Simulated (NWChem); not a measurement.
Species: C$_{6}$H$_{7}$, doublet; SMILES C1C=[C]C=CC1

```xyz
13

C     -1.4439    -0.0357     0.1157
C     -0.8993     1.1743     0.0958
C      0.5770     1.2407    -0.2577
C      1.3193    -0.0034     0.2356
C      0.5770    -1.2808    -0.0512
C     -0.7718    -1.2911    -0.0980
H     -1.4653     2.0938     0.2762
H      0.6740     1.3287    -1.3579
H      1.0362     2.1478     0.1648
H      2.3302    -0.0381    -0.1993
H      1.4659     0.0649     1.3331
H      1.1427    -2.2104    -0.1728
H     -1.3336    -2.2103    -0.2853
```
Atoms are numbered in this order, from 1.

Program: NWChem. Spin-unrestricted. All runs use the structure optimised with PBE0/def2-SVP, spin-unrestricted. Not confirmed as a minimum by frequencies. No stability test was run on the SCF state. Level B3LYP/def2-SVP: single points from the atomic guess with DIIS by default; each run changes one setting, and all converged runs end within 0.3 mHa of each other. cgmin counts macro-iterations, each dearer than a DIIS step.

Which setting needs the most SCF iterations, or fails (defaults; no DIIS, 40 % damping; quadratically convergent solver (cgmin); occupation smearing of 0.005 Ha; core-Hamiltonian guess)?

no DIIS, 40 % damping, with 23 against 11 for the defaults.
| setting | SCF iterations |
|---|---|
| defaults | 11 |
| no DIIS, 40 % damping | 23 |
| occupation smearing of 0.005 Ha | 11 |
| core-Hamiltonian guess | 16 |
| quadratically convergent solver (cgmin) | 6 |
